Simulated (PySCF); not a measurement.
A geometry optimisation, step by step.

Species: CH2NSiTe (doublet state).
Bonds: N1–C2 (triple), C2–Si3, Si3–Te4. Hydrogens: H5 on Si3; H6 on Te4.
Bond orders are those of one Lewis drawing.

Method: PBE0-D3(BJ)/def2-SVP geometry optimisation, gas phase, def2 core potentials past Kr (PySCF); unrestricted, density fitting, grid level 1; the optimiser is geomeTRIC in internal coordinates, started from a GFN2-xTB structure with every atom displaced at random (about 0.01 Å). The frame can shift and turn from step to step; on so coarse a grid that alone can change the energy by a few meV, and forces under 0.02 eV/Å are noise.

Step 0: E = -17718.6093 eV, largest atomic force 1.730 eV/Å
```
atom  x, y, z in Å  |  force x, y, z in eV/Å
N1     -2.188   -1.398   -0.023   -1.210  -1.231   0.124
C2     -1.427   -0.537   -0.081    1.301   1.010  -0.090
Si3    -0.124    0.730   -0.379    0.590  -0.472  -0.170
Te4     2.145    0.258    0.631   -0.569   0.356   0.023
H5     -0.652    1.976    0.150   -0.189   0.689   0.307
H6      2.270   -1.059   -0.343    0.076  -0.351  -0.194
```

Step 1: E = -17718.6624 eV, largest atomic force 0.236 eV/Å
```
atom  x, y, z in Å  |  force x, y, z in eV/Å
N1     -2.090   -1.418   -0.039    0.081   0.113   0.013
C2     -1.341   -0.531   -0.126   -0.171  -0.083  -0.089
Si3    -0.110    0.811   -0.433    0.173  -0.112   0.116
Te4     2.027    0.183    0.691   -0.037   0.069  -0.151
H5     -0.626    2.078    0.163   -0.020  -0.014   0.037
H6      2.165   -1.153   -0.300   -0.025   0.027   0.075
```

Step 2: E = -17718.6723 eV, largest atomic force 0.081 eV/Å
```
atom  x, y, z in Å  |  force x, y, z in eV/Å
N1     -2.097   -1.417   -0.052   -0.003   0.020   0.010
C2     -1.344   -0.534   -0.134   -0.023   0.002  -0.044
Si3    -0.105    0.806   -0.425    0.014  -0.034   0.012
Te4     2.051    0.216    0.651    0.025   0.076  -0.014
H5     -0.624    2.066    0.183   -0.006  -0.019   0.029
H6      2.144   -1.167   -0.267   -0.007  -0.045   0.008
```

Step 3: E = -17718.6766 eV, largest atomic force 0.075 eV/Å
```
atom  x, y, z in Å  |  force x, y, z in eV/Å
N1     -2.106   -1.413   -0.067   -0.041  -0.018   0.000
C2     -1.348   -0.535   -0.146    0.074   0.003   0.008
Si3    -0.107    0.805   -0.427   -0.045   0.029  -0.031
Te4     2.084    0.259    0.596    0.010  -0.033  -0.008
H5     -0.626    2.048    0.218    0.003   0.000   0.009
H6      2.127   -1.194   -0.219   -0.002   0.018   0.022
```

Step 4: E = -17718.6771 eV, largest atomic force 0.049 eV/Å
```
atom  x, y, z in Å  |  force x, y, z in eV/Å
N1     -2.101   -1.414   -0.068   -0.017   0.003  -0.003
C2     -1.343   -0.536   -0.149    0.042  -0.024   0.010
Si3    -0.109    0.809   -0.432   -0.026   0.032  -0.016
Te4     2.087    0.264    0.584    0.003   0.002   0.009
H5     -0.627    2.045    0.226    0.001   0.002   0.001
H6      2.118   -1.199   -0.207   -0.002  -0.015  -0.001
```

Step 5: E = -17718.6777 eV, largest atomic force 0.037 eV/Å
```
atom  x, y, z in Å  |  force x, y, z in eV/Å
N1     -2.084   -1.421   -0.071    0.013   0.020  -0.004
C2     -1.330   -0.539   -0.153   -0.009  -0.035   0.008
Si3    -0.113    0.821   -0.440    0.004   0.021   0.004
Te4     2.089    0.274    0.565    0.004   0.004   0.005
H5     -0.632    2.047    0.239   -0.006  -0.001  -0.009
H6      2.094   -1.212   -0.185   -0.005  -0.008  -0.005
```

Step 6: E = -17718.6779 eV, largest atomic force under 0.02 eV/Å
```
atom  x, y, z in Å  |  force x, y, z in eV/Å
N1     -2.074   -1.425   -0.073    0.010   0.008  -0.002
C2     -1.322   -0.542   -0.154   -0.012  -0.012   0.003
Si3    -0.114    0.827   -0.441    0.011   0.005   0.006
Te4     2.090    0.276    0.560    0.002   0.006   0.002
H5     -0.636    2.049    0.241   -0.007  -0.003  -0.006
H6      2.082   -1.215   -0.179   -0.005  -0.004  -0.004
```

**Question.** Summarise the path.

**Answer.** The energy falls by 1.58 kcal/mol from step 0 to step 6; nine tenths of that is first reached at step 2. It falls at every step. The largest force goes from 1.730 to under 0.02 eV/Å. Among the bonds Si3–Te4 changes most, from 2.528 to 2.482 Å; the atoms move by 0.154 Å rms after alignment.

What follows is the cost of the whole optimisation. Hardware: one thread of an Intel Xeon 6975P-C, no GPU, shared host. Cost: 19 s of wall time, 0.37 GiB resident at most.
